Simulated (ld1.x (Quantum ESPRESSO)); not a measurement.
## Reading a pseudo-wave (oxygen (O))

Columns: radius, all-electron u(r) and pseudo u(r) of the 2s shell (level -23.96 eV) of oxygen in the configuration [He] 2s2 2p4; PBE, scalar-relativistic, TM scheme, ld1.x (Quantum ESPRESSO) 7.5.

```csv
r (bohr),all-electron,pseudo
0.055,0.3515,-0.0504
0.110,0.4198,-0.1027
0.165,0.3383,-0.1589
0.220,0.1844,-0.2210
0.275,0.0033,-0.2908
0.330,-0.1790,-0.3694
0.385,-0.3484,-0.4565
0.440,-0.4980,-0.5498
0.495,-0.6251,-0.6446
0.550,-0.7292,-0.7342
0.605,-0.8113,-0.8120
0.660,-0.8731,-0.8732
0.715,-0.9169,-0.9169
0.770,-0.9449,-0.9449
0.825,-0.9595,-0.9595
0.880,-0.9629,-0.9629
0.935,-0.9570,-0.9570
0.990,-0.9436,-0.9436
1.045,-0.9242,-0.9242
1.100,-0.9002,-0.9002
1.155,-0.8725,-0.8725
1.210,-0.8423,-0.8423
1.265,-0.8102,-0.8102
1.320,-0.7769,-0.7769
1.375,-0.7431,-0.7431
1.430,-0.7090,-0.7090
```

(1) How many radial nodes do the two functions have?

(2) At about which radius was the pseudo-wave matched?

(3) Where does each function peak?

(4) Is the pseudo-wave norm-conserving?

Results:

(1) The all-electron 2s function has n − l − 1 = 1; the pseudo-wave has 0, since the states of the same l below it are removed with the core.

(2) 0.70 bohr, where the columns begin to agree (steps of 0.06 bohr).

(3) Outermost all-electron maximum near 0.88 bohr, pseudo maximum near 0.88 bohr (to the table’s step).

(4) Yes: the TM scheme keeps the norm inside the radius equal to the all-electron one, which fixes the energy derivative of the logarithmic derivative at the level.
